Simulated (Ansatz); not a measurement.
```yaml
crystal:
  periodic: [false, false, false]
  atoms:
    - {symbol: C, position_ang: [1.390063, -0.619752, -0.757746]}
    - {symbol: C, position_ang: [-0.041836, -0.980070, -0.456472]}
    - {symbol: C, position_ang: [-0.828810, -0.656026, 0.973755]}
    - {symbol: Al, position_ang: [-0.600225, 1.412727, 0.326122]}
    - {symbol: Cl, position_ang: [0.995490, 2.799664, 1.341102]}
    - {symbol: Cl, position_ang: [-2.017066, 2.354339, -1.285786]}
    - {symbol: H, position_ang: [2.150784, -0.233027, 0.109408]}
    - {symbol: H, position_ang: [1.847415, -0.759013, -1.871561]}
    - {symbol: H, position_ang: [-0.736044, -1.360606, -1.383403]}
    - {symbol: H, position_ang: [-0.153340, -0.866734, 1.968804]}
    - {symbol: H, position_ang: [-1.933297, -1.155230, 1.058851]}
basis:
  gaussian: {orbitals: STO-3G, final_grid: {core_spheres: 5, valence_spheres: 4, degree: 11}, point_charges: [{charge: 2.00, position_ang: [4.759, -0.499, 0.072]}]}
hamiltonian: {xc: {name: wB97X}}
output: {forces: true}
```

```sh
$ ansatz run in.yaml --threads 4 --pin off --events-out ev --progress --plain --max-ram 10444MiB
```

Shortened log:

```
Functional definition: wB97X
565 factors; integrals over basis functions are off by at most 5.4e-5 eV
215 factors; integrals over basis functions are off by at most 1.9e-6 eV
mean field evaluation 1: about -34438.6225 eV, gradient 3.3e1 eV
mean field evaluation 2: about -34440.7548 eV, gradient 3.3e1 eV
mean field evaluation 4: about -34444.0880 eV, gradient 1.5e0 eV
mean field evaluation 8: about -34443.9712 eV, gradient 3.7e-2 eV
mean field -34443.97116478 eV, -1265.7925933434 hartree, gradient 3.2e-5 eV, S^2 0.000000; 0 other end points of the search recorded, 0 dependent functions left out
reference -34443.97111208 eV, -1265.7925914069 hartree; 35, 35 occupied and 12, 12 virtual orbitals, 565 factors
Total energy: -34443.97111208 eV, -1265.7925914069 hartree
Atom 0 at     1.390063    -0.619752    -0.757746 Å, force    -3.417321    -0.898352     0.597890 eV/Å
Atom 1 at    -0.041836    -0.980070    -0.456472 Å, force     3.247600     0.679877    -0.781875 eV/Å
Atom 2 at    -0.828810    -0.656026     0.973755 Å, force     1.527333     1.236183    -1.098597 eV/Å
Atom 3 at    -0.600225     1.412727     0.326122 Å, force    -1.353430     0.396890     0.254013 eV/Å
Atom 4 at     0.995490     2.799664     1.341102 Å, force    -2.126961    -2.489640    -1.784463 eV/Å
Atom 5 at    -2.017066     2.354339    -1.285786 Å, force     2.655804    -1.596355     2.743697 eV/Å
Atom 6 at     2.150784    -0.233027     0.109408 Å, force    -2.285478    -1.100885    -2.441231 eV/Å
Atom 7 at     1.847415    -0.759013    -1.871561 Å, force    -1.468483     0.447408     3.531078 eV/Å
Atom 8 at    -0.736044    -1.360606    -1.383403 Å, force     2.135210     1.139585     2.623091 eV/Å
Atom 9 at    -0.153340    -0.866734     1.968804 Å, force    -1.999519     0.484227    -3.176514 eV/Å
Atom 10 at    -1.933297    -1.155230     1.058851 Å, force     3.365068     1.613271    -0.466030 eV/Å
Dipole moment:    -0.659182    -0.774444     0.093982 e Å
```

It took 0.71 s on 4 threads of an Arm Neoverse V1 on a shared host, with 0.5 GiB of host memory at the peak.
